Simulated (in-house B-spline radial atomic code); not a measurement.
Inner levels of rhenium as electrons are removed. A shift is the extra binding of the orbital against the neutral atom ([Xe] 4f14 5d5 6s2). The density at the nucleus is averaged over the nuclear charge. Computed with a B-spline radial code for spherical atoms: Dirac-Hartree-Fock, average of the configuration, finite nuclei.

```json
{"ion": "Re53+", "configuration": "[Ar] 3d4", "shift of 1s1/2 (eV)": "3488.54", "radius of 1s1/2 (bohr)": "0.018034", "Σ<r²> (bohr²)": "0.49403", "change of density at nucleus (bohr⁻³)": "-4864.95"}
{"ion": "Re54+", "configuration": "[Ar] 3d3", "shift of 1s1/2 (eV)": "3668.05", "radius of 1s1/2 (bohr)": "0.018034", "Σ<r²> (bohr²)": "0.45728", "change of density at nucleus (bohr⁻³)": "-4116.66"}
{"ion": "Re55+", "configuration": "[Ar] 3d2", "shift of 1s1/2 (eV)": "3849.98", "radius of 1s1/2 (bohr)": "0.018035", "Σ<r²> (bohr²)": "0.42157", "change of density at nucleus (bohr⁻³)": "-3354.05"}
{"ion": "Re56+", "configuration": "[Ar] 3d1", "shift of 1s1/2 (eV)": "?", "radius of 1s1/2 (bohr)": "?", "Σ<r²> (bohr²)": "?", "change of density at nucleus (bohr⁻³)": "?"}
{"ion": "Re57+", "configuration": "[Ne] 3s2 3p6", "shift of 1s1/2 (eV)": "4221.11", "radius of 1s1/2 (bohr)": "0.018035", "Σ<r²> (bohr²)": "0.35315", "change of density at nucleus (bohr⁻³)": "-1785.65"}
{"ion": "Re58+", "configuration": "[Ne] 3s2 3p5", "shift of 1s1/2 (eV)": "?", "radius of 1s1/2 (bohr)": "?", "Σ<r²> (bohr²)": "?", "change of density at nucleus (bohr⁻³)": "?"}
{"ion": "Re59+", "configuration": "[Ne] 3s2 3p4", "shift of 1s1/2 (eV)": "4615.84", "radius of 1s1/2 (bohr)": "0.01803", "Σ<r²> (bohr²)": "0.27268", "change of density at nucleus (bohr⁻³)": "-950.35"}
{"ion": "Re60+", "configuration": "[Ne] 3s2 3p3", "shift of 1s1/2 (eV)": "4816.21", "radius of 1s1/2 (bohr)": "0.018028", "Σ<r²> (bohr²)": "0.23359", "change of density at nucleus (bohr⁻³)": "-531.17"}
{"ion": "Re61+", "configuration": "[Ne] 3s2 3p2", "shift of 1s1/2 (eV)": "5018.58", "radius of 1s1/2 (bohr)": "0.018025", "Σ<r²> (bohr²)": "0.19523", "change of density at nucleus (bohr⁻³)": "-111.15"}
{"ion": "Re62+", "configuration": "[Ne] 3s2 3p1", "shift of 1s1/2 (eV)": "5222.96", "radius of 1s1/2 (bohr)": "0.018023", "Σ<r²> (bohr²)": "0.1576", "change of density at nucleus (bohr⁻³)": "309.57"}
{"ion": "Re63+", "configuration": "[Ne] 3s2", "shift of 1s1/2 (eV)": "5429.35", "radius of 1s1/2 (bohr)": "0.01802", "Σ<r²> (bohr²)": "0.12067", "change of density at nucleus (bohr⁻³)": "730.81"}
{"ion": "Re64+", "configuration": "[Ne] 3s1", "shift of 1s1/2 (eV)": "5628.53", "radius of 1s1/2 (bohr)": "0.018019", "Σ<r²> (bohr²)": "0.083291", "change of density at nucleus (bohr⁻³)": "-22282.8"}
{"ion": "Re65+", "configuration": "[He] 2s2 2p6", "shift of 1s1/2 (eV)": "5829.37", "radius of 1s1/2 (bohr)": "0.018018", "Σ<r²> (bohr²)": "0.0465", "change of density at nucleus (bohr⁻³)": "-45742.2"}
{"ion": "Re66+", "configuration": "[He] 2s2 2p5", "shift of 1s1/2 (eV)": "6310.31", "radius of 1s1/2 (bohr)": "0.018007", "Σ<r²> (bohr²)": "0.04062", "change of density at nucleus (bohr⁻³)": "-44982.2"}
{"ion": "Re67+", "configuration": "[He] 2s2 2p4", "shift of 1s1/2 (eV)": "6796.21", "radius of 1s1/2 (bohr)": "0.017996", "Σ<r²> (bohr²)": "0.034887", "change of density at nucleus (bohr⁻³)": "-44238.2"}
{"ion": "Re68+", "configuration": "[He] 2s2 2p3", "shift of 1s1/2 (eV)": "7287.08", "radius of 1s1/2 (bohr)": "0.017984", "Σ<r²> (bohr²)": "0.029298", "change of density at nucleus (bohr⁻³)": "-43511.2"}
{"ion": "Re69+", "configuration": "[He] 2s2 2p2", "shift of 1s1/2 (eV)": "7782.91", "radius of 1s1/2 (bohr)": "0.017973", "Σ<r²> (bohr²)": "0.023848", "change of density at nucleus (bohr⁻³)": "-42802.3"}
{"ion": "Re70+", "configuration": "[He] 2s2 2p1", "shift of 1s1/2 (eV)": "8283.71", "radius of 1s1/2 (bohr)": "0.017961", "Σ<r²> (bohr²)": "0.018534", "change of density at nucleus (bohr⁻³)": "-42112.4"}
{"ion": "Re71+", "configuration": "[He] 2s2", "shift of 1s1/2 (eV)": "8789.49", "radius of 1s1/2 (bohr)": "0.017949", "Σ<r²> (bohr²)": "0.013352", "change of density at nucleus (bohr⁻³)": "-41442.7"}
{"ion": "Re72+", "configuration": "[He] 2s1", "shift of 1s1/2 (eV)": "?", "radius of 1s1/2 (bohr)": "?", "Σ<r²> (bohr²)": "?", "change of density at nucleus (bohr⁻³)": "?"}
{"ion": "Re73+", "configuration": "1s2", "shift of 1s1/2 (eV)": "9710.97", "radius of 1s1/2 (bohr)": "0.017939", "Σ<r²> (bohr²)": "0.00088467", "change of density at nucleus (bohr⁻³)": "-225973"}
{"ion": "Re74+", "configuration": "1s1", "shift of 1s1/2 (eV)": "11154.7", "radius of 1s1/2 (bohr)": "0.017834", "Σ<r²> (bohr²)": "0.00043694", "change of density at nucleus (bohr⁻³)": "-814468"}
```

(1) Fill in the row of Re56+.

(2) Fill in the row of Re58+.

(3) Fill in the row of Re72+.

## Answers

(1) shift of 1s1/2 (eV): 4034.33; radius of 1s1/2 (bohr): 0.018035; Σ<r²> (bohr²): 0.38687; change of density at nucleus (bohr⁻³): -2577.04.

(2) shift of 1s1/2 (eV): 4417.47; radius of 1s1/2 (bohr): 0.018033; Σ<r²> (bohr²): 0.31253; change of density at nucleus (bohr⁻³): -1368.56.

(3) shift of 1s1/2 (eV): 9248.52; radius of 1s1/2 (bohr): 0.017947; Σ<r²> (bohr²): 0.0070651; change of density at nucleus (bohr⁻³): -132847.
